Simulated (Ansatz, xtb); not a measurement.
Isomers of FGeNSi in order of energy

3 gas-phase structures of FGeNSi, found in a search over its isomers (lower ones may exist). Each was relaxed with GFN2-xTB:

A. a singlet given by its coordinates
B. a singlet given by its coordinates
C. `N#[Si][Ge][F]`, a singlet

B (Å):

| atom | x (Å) | y (Å) | z (Å) |
| --- | --- | --- | --- |
| F | -0.8723 | -1.7220 | -3.2232 |
| Ge | 0.6493 | -0.0193 | 0.1190 |
| N | 0.4572 | -1.0103 | -1.1809 |
| Si | 0.5283 | -2.1368 | -2.4572 |

Close contacts (Å): F1–Si4 1.65, Ge2–N3 1.65, N3–Si4 1.70.

A (Å):

```yaml
atoms:
  - { symbol: F, position_ang: [-0.2151, -1.0184, -1.3344] }
  - { symbol: Ge, position_ang: [-0.5795, -1.4729, 0.4669] }
  - { symbol: N, position_ang: [0.2164, -0.0639, 1.2414] }
  - { symbol: Si, position_ang: [1.0461, 1.3083, 1.0679] }
```

Close contacts (Å): F1–Ge2 1.89, Ge2–N3 1.79, N3–Si4 1.61.

Estimate their order in r2SCAN-D4/def2-SVP energy at these geometries, lowest first.

Calculated order at r2SCAN-D4/def2-SVP: B (0.0), A (12.4), C (79.9) kcal/mol.

Energies above the lowest of each column, in kcal/mol:

```json
{"structure": "B", "GFN2-xTB": "12.5", "HF/STO-3G": "0.0", "r2SCAN-D4/def2-SVP": "0.0"}
{"structure": "A", "GFN2-xTB": "0.0", "HF/STO-3G": "29.8", "r2SCAN-D4/def2-SVP": "12.4"}
{"structure": "C", "GFN2-xTB": "36.8", "HF/STO-3G": "118.3", "r2SCAN-D4/def2-SVP": "79.9"}
```

r2SCAN-D4/def2-SVP puts B lowest; GFN2-xTB picks A. Some further structures that were screened fall inside this span and aren't listed. Frequencies (PBE0-D3(BJ)/def2-SVP) were run for B alone.

Programs: Ansatz 0.2.0, xtb 6.7.1.
